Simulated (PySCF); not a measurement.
C6H13NP (charge +1).
Numbering: `[CH3:1][NH:2][P+:3]1([CH3:4])[CH2:5][CH:6]=[CH:7][CH2:8]1`

NICS = −σ at a ghost point: NICS(0) at the centroid of the ring atoms, NICS(1) 1 Å to either side along the normal of their mean plane, zz for the tensor component along that normal. Level: GIAO KT2/pcSseg-1 (PySCF, non-relativistic, gas phase) on the PBE0-D3(BJ)/def2-SVP geometry, one conformer.

Ring bond lengths (Å): P3–C5 1.815, C5–C6 1.508, C6–C7 1.339, C7–C8 1.507, C8–P3 1.826.

Task: Give the NICS values of each ring in ppm.

Result: 
```csv
ring,type,NICS(0),"NICS(1), two faces","NICS(1)zz, two faces",rms pucker (Å),"centre to ring atoms, mean (Å)"
P3–C5–C6–C7–C8,"5-membered ring with P; formal bonds 1 double, 4 single",-3.2,-3.3 / -4.5,-2.8 / -3.6,0.11,1.35
```

Task: What do they say, and how far can they be read as aromaticity?

Result: 
- P3–C5–C6–C7–C8: mean NICS(1)zz -3.2 ppm, shielded. P3, C5, C8 have four or more neighbours, so the value isn't read as a sign of a π ring current.

Task: What is the mean of the two in-plane components of NICS at the second NICS(1) probe listed for ring P3–C5–C6–C7–C8, 1 Å off the ring?

Result: The isotropic value is a third of the trace: (3 × -4.5 − (-3.6))/2 = -5.0 ppm.

Task: List the ring angles.

Result: 
- P3–C5–C6–C7–C8: P3 96.7°, C5 102.2°, C6 117.3°, C7 117.3°, C8 101.9°; sum 535.3° against 540° for a flat convex ring.

Task: What are the shieldings of the ring atoms and their hydrogens in the same run (means over atoms taken as equivalent)?

Result: 
```json
{"atoms": "P3", "environment": "phosphorus bonded to 3 C and N", "σ isotropic (ppm)": "270.6", "principal values of the symmetric part, first atom (ppm)": "232.8, 281.3, 297.9"}
{"atoms": "C5 (×2)", "environment": "sp3 carbon bound to phosphorus", "σ isotropic (ppm)": "149.3", "principal values of the symmetric part, first atom (ppm)": "132.6, 144.6, 167.5"}
{"atoms": "C6 (×2)", "environment": "alkene CH carbon", "σ isotropic (ppm)": "56.5", "principal values of the symmetric part, first atom (ppm)": "-40.9, 70.8, 140.2"}
{"atoms": "H on C5 (×2)", "environment": "methylene hydrogen", "σ isotropic (ppm)": "28.21", "principal values of the symmetric part, first atom (ppm)": "23.6, 26.1, 34.2"}
{"atoms": "H on C5 (×2)", "environment": "methylene hydrogen", "σ isotropic (ppm)": "28.15", "principal values of the symmetric part, first atom (ppm)": "24.4, 26.7, 33.8"}
{"atoms": "H on C6 (×2)", "environment": "vinylic hydrogen", "σ isotropic (ppm)": "24.90", "principal values of the symmetric part, first atom (ppm)": "22.3, 24.7, 27.6"}
```

Task: How do the values depend on the level or the medium?

Result: 
| level | NICS(0), P3–C5–C6–C7–C8 | mean NICS(1)zz, P3–C5–C6–C7–C8 |
| --- | --- | --- |
| KT2/pcSseg-1, gas | -3.2 | -3.2 |
| PBE0/pcSseg-1, gas | -2.9 | -3.0 |
| PBE0/pcSseg-1, IEF-PCM dimethylsulfoxide | -2.7 | -2.8 |
| PBE0/pcSseg-1, IEF-PCM tetrahydrofuran | -2.8 | -2.8 |

The geometry is the same throughout; the continuum's cavity takes Bondi-type radii × 1.2.

The run took 50 s wall on one thread, Intel Xeon Platinum 8488C (x86_64), no GPU, shared host with 96 logical CPUs at a one-minute load of 35, and the process peaked at 0.89 GiB of memory. This is the whole shielding run at KT2/pcSseg-1, SCF included.
